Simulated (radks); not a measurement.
Values are calculated unless marked as measured or tabulated.
Spherical quantum dot in the effective-mass picture: electrons in a well V = -V0 / (1 + exp((r - R)/a)) with V0 = 51.5, R = 1.35, a = 0.12, with a point charge +1 (a donor) at the centre, all in effective atomic units (hartree* = m*/eps^2 hartree, bohr* = eps/m* bohr), one dielectric constant everywhere. Level of theory: non-relativistic Kohn-Sham, PBE, spin-polarised, spherical densities (a radial shooting solver with Libxc functionals). Levels are named by radial order and angular momentum (1s, 1p, 1d, 2s, ...), and open shells are averaged over m. Each electron was tried in the lowest free levels, single moves between levels near the top were tried too, and the lowest total energy was kept; such a search can miss a lower state. At N = 1 the Hartree and exchange-correlation terms need not cancel, so that row can carry a self-interaction error.

| N | open shells | 2S | E (hartree*) | addition energy mu(N+1) - mu(N) (hartree*) | e(HOMO) (hartree*) | rms radius (bohr*) |
|---|---|---|---|---|---|---|
| 1 | 1s(up 1, down 0) | 1 | -50.2181 | 1.496 | -49.655 | 0.6207 |
| 2 | none | 0 | -98.9402 | 4.676 | -48.175 | 0.6385 |
| 3 | 1p(up 1, down 0) | 1 | -142.986 | 1.004 | -43.554 | 0.6986 |
| 4 | 1p(up 2, down 0) | 2 | -186.027 | 1.043 | -42.523 | 0.7295 |
| 5 | 1p(up 3, down 0) | 3 | -228.025 | 1.391 | -41.471 | 0.7497 |
| 6 | 1p(up 3, down 1) | 2 | -268.633 | 0.9782 | -40.128 | 0.7652 |
| 7 | 1p(up 3, down 2) | 1 | -308.262 | 1.013 | -39.126 | 0.7775 |
| 8 | none | 0 | -346.879 | 4.658 | -38.105 | 0.7877 |
| 9 | 1d(up 1, down 0) | 1 | -380.837 | 0.9418 | -33.489 | 0.8045 |
| 10 | 1d(up 2, down 0) | 2 | -413.854 | 0.9494 | -32.543 | 0.8183 |
| 11 | 1d(up 3, down 0) | 3 | -445.921 | 0.9532 | -31.591 | 0.8300 |
| 12 | 1d(up 4, down 0) | 4 | -477.035 | 0.9548 | -30.637 | 0.8400 |
| 13 | 1d(up 5, down 0) | 5 | -507.194 | 1.247 | -29.682 | 0.8489 |
| 14 | 1d(up 5, down 1) | 4 | -536.106 | 0.9207 | -28.454 | 0.8570 |
| 15 | 1d(up 5, down 2) | 3 | -564.098 | 0.9281 | -27.528 | 0.8642 |
| 16 | 1d(up 5, down 3) | 2 | -591.161 | 0.9322 | -26.598 | 0.8709 |
| 17 | 1d(up 5, down 4) | 1 | -617.293 | 0.9341 | -25.664 | 0.8770 |
| 18 | none | 0 | -642.490 | 2.485 | -24.730 | 0.8827 |
| 19 | 2s(up 1, down 0) | 1 | -665.202 | 1.325 | -22.159 | 0.8831 |
| 20 | none | 0 | -686.588 | 3.017 | -20.842 | 0.8834 |
| 21 | 1f(up 1, down 0) | 1 | -704.958 | 0.8852 | -17.927 | 0.8908 |
| 22 | 1f(up 2, down 0) | 2 | -722.442 | 0.8862 | -17.041 | 0.8977 |
| 23 | 1f(up 3, down 0) | 3 | -739.040 | 0.8865 | -16.155 | 0.9040 |
| 24 | 1f(up 4, down 0) | 4 | -754.752 | 0.8865 | -15.268 | 0.9100 |
| 25 | 1f(up 5, down 0) | 5 | -769.577 | 0.8861 | -14.382 | 0.9156 |
| 26 | 1f(up 6, down 0) | 6 | -783.516 | 0.8855 | -13.496 | 0.9209 |
| 27 | 1f(up 7, down 0) | 7 | -796.570 | - | -12.611 | 0.9259 |

All shells are closed at N = 2, 8, 18, 20 (there: 1s2 1p6 1d10 2s2); the second difference of the energy has clear peaks (12 % above both neighbours; the first and last values, which can be the largest, are not judged, and half-filled shells can peak too) at N = 2, 5, 8, 13, 18, 20.
